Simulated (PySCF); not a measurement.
`CNC(=O)/C=C/OC=O`. Structure optimised with GFN2-xTB, isolated species.

```
atom  x, y, z in Å
C1     3.2601    0.2746    0.2243
N2     1.8845    0.6843    0.3542
C3     0.8521   -0.1604    0.1160
O4     1.0083   -1.3151   -0.2271
C5    -0.4823    0.4568    0.3110
C6    -1.5781   -0.2746    0.1396
O7    -2.8300    0.2533    0.3140
C8    -3.8900   -0.5447    0.1535
O9    -3.8795   -1.7000   -0.1358
H10    3.7740    0.3251    1.1862
H11    3.2589   -0.7547   -0.1300
H12    3.7836    0.9061   -0.4952
H13    1.7041    1.6272    0.6580
H14   -0.5450    1.4972    0.5911
H15   -1.5314   -1.3201   -0.1417
H16   -4.7970    0.0538    0.3379
```

Task: Which two atoms are farthest apart?

Result: H12···H16, 8.66 Å; the next longest distance is 8.62 Å.

Task: Give the dihedral angles H10–C1–N2–H13, O4–C3–C5–H14, O4–C3–C5–C6, C3–C5–C6–O7.

Result: H10–C1–N2–H13 62° (synclinal); O4–C3–C5–H14 -178° (antiperiplanar); O4–C3–C5–C6 2° (synperiplanar); C3–C5–C6–O7 180° (antiperiplanar). Dihedral signs follow IUPAC: positive where, seen along the central bond, the front bond turns clockwise onto the rear one.

Task: Where is the centre of mass (commonest isotopes), and what is the radius of gyration?

Result: Mass 129.043 u; centre at (-0.629, -0.273, 0.136) Å; Rg = √(Σ m r²/M) = 2.638 Å. As Ia + Ib + Ic = 2 Σ m r², the three principal moments sum to 1795.8 u·Å².

Task: How far are the heavy atoms from their best plane (unweighted least squares)?

Result: 0.025 Å rms; C1 0.03, N2 0.02, C3 0.01, O4 0.04, C5 0.02, C6 0.02, O7 0.02, C8 0.01, O9 0.04 Å (magnitudes).

Task: What are the angles H10–C1–H11, H10–C1–H12, C1–N2–H13, C1–N2–C3, C3–C5–H14, C6–C5–H14?

Result: From the scalar product of the two bond vectors; for H10–C1–H11 it is -0.3934 Å² over 1.0917 × 1.0886 Å², cos θ = -0.3310. H10–C1–H11 109.3°; H10–C1–H12 109.2°; C1–N2–H13 117.7°; C1–N2–C3 122.3°; C3–C5–H14 119.2°; C6–C5–H14 121.1°.

Task: What is the repulsion energy of the bare nuclei, Σ ZA·ZB/RAB?

Result: 420.41 Eh over 120 pairs, with full nuclear charges and distances in bohr; the largest single term is 21.33 Eh (C8 with O9).

GFN2-xTB frequencies: not computed here. One conformer, not necessarily the lowest.
